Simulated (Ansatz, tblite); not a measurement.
Cost and result up the ladder for the cluster Be₂S₂⁺ (the lowest doublet isomer of a short search) (4 atoms). Total charge 1; doublet. Geometry: PBE0-D4/def2-TZVP.

```xyz
4

Be   -0.950   -0.361   -0.160
Be    0.949    0.362    0.158
S     0.567   -0.958   -1.208
S    -0.567    0.956    1.210
```

Ansatz on 4 threads of Arm Neoverse V2 on a shared host; xTB runs through tblite on one thread. Times are rough, summed over both states, and most runs start from the orbitals of an earlier one. PBE-QIDH/def2-TZVP serves as the yardstick here, not as an exact answer. Differences are given only for rows in sets of like size (and for xTB, whose basis is part of the method), since another set adds its own error. The other state is a quartet at its own geometry, which has other bonds, so the gap mixes isomer and spin.

The xTB rows come from tblite. B3LYP takes the VWN-RPA correlation. Correlated methods freeze 10 core orbitals. The structure comes from a short search, and lower isomers may exist.

Run but left out: HF/def2-TZVPP, MP2/def2-TZVPP, CCSD/def2-TZVPP, CCSD(T)/def2-TZVPP (flagged by the program: other roots).

Correlated methods converge slowly with the basis.

xTB has no spin-polarisation term.

```json
{"level": "GFN1-xTB", "functions": "26", "wall time": "0.004 s", "quartet − doublet (eV)": "2.37", "difference from PBE-QIDH/def2-TZVP (eV)": "-1.24", "remarks": "–"}
{"level": "GFN2-xTB", "functions": "26", "wall time": "0.006 s", "quartet − doublet (eV)": "2.48", "difference from PBE-QIDH/def2-TZVP (eV)": "-1.14", "remarks": "–"}
{"level": "HF/STO-3G", "functions": "28", "wall time": "0.35 s", "quartet − doublet (eV)": "2.82", "difference from PBE-QIDH/def2-TZVP (eV)": "–", "remarks": "spin-contaminated (⟨S²⟩ 0.93) (doublet)"}
{"level": "MP2/def2-TZVP", "functions": "112", "wall time": "1.8 s", "quartet − doublet (eV)": "3.63", "difference from PBE-QIDH/def2-TZVP (eV)": "0.01", "remarks": "spin-contaminated (⟨S²⟩ 0.88) (doublet)"}
{"level": "HF/def2-TZVP", "functions": "112", "wall time": "2.5 s", "quartet − doublet (eV)": "2.67", "difference from PBE-QIDH/def2-TZVP (eV)": "-0.94", "remarks": "spin-contaminated (⟨S²⟩ 0.88) (doublet)"}
{"level": "B2PLYP/def2-TZVP", "functions": "112", "wall time": "3.9 s", "quartet − doublet (eV)": "3.65", "difference from PBE-QIDH/def2-TZVP (eV)": "0.03", "remarks": "–"}
{"level": "RPA@PBE/def2-TZVP", "functions": "112", "wall time": "4.2 s", "quartet − doublet (eV)": "3.37", "difference from PBE-QIDH/def2-TZVP (eV)": "-0.25", "remarks": "–"}
{"level": "PBE-QIDH/def2-TZVP", "functions": "112", "wall time": "4.4 s", "quartet − doublet (eV)": "3.61", "difference from PBE-QIDH/def2-TZVP (eV)": "0.00", "remarks": "–"}
{"level": "B3LYP-D4/def2-TZVP", "functions": "112", "wall time": "4.7 s", "quartet − doublet (eV)": "3.61", "difference from PBE-QIDH/def2-TZVP (eV)": "0.00", "remarks": "–"}
{"level": "PBE-D4/def2-TZVP (with forces)", "functions": "112", "wall time": "5.1 s", "quartet − doublet (eV)": "3.63", "difference from PBE-QIDH/def2-TZVP (eV)": "0.02", "remarks": "–"}
{"level": "PBE0-D4/def2-TZVP", "functions": "112", "wall time": "6.5 s", "quartet − doublet (eV)": "3.58", "difference from PBE-QIDH/def2-TZVP (eV)": "-0.03", "remarks": "–"}
{"level": "r2SCAN-D4/def2-TZVP", "functions": "112", "wall time": "9.1 s", "quartet − doublet (eV)": "3.57", "difference from PBE-QIDH/def2-TZVP (eV)": "-0.05", "remarks": "–"}
{"level": "r2SCAN0-D4/def2-TZVP", "functions": "112", "wall time": "9.2 s", "quartet − doublet (eV)": "3.48", "difference from PBE-QIDH/def2-TZVP (eV)": "-0.13", "remarks": "–"}
```
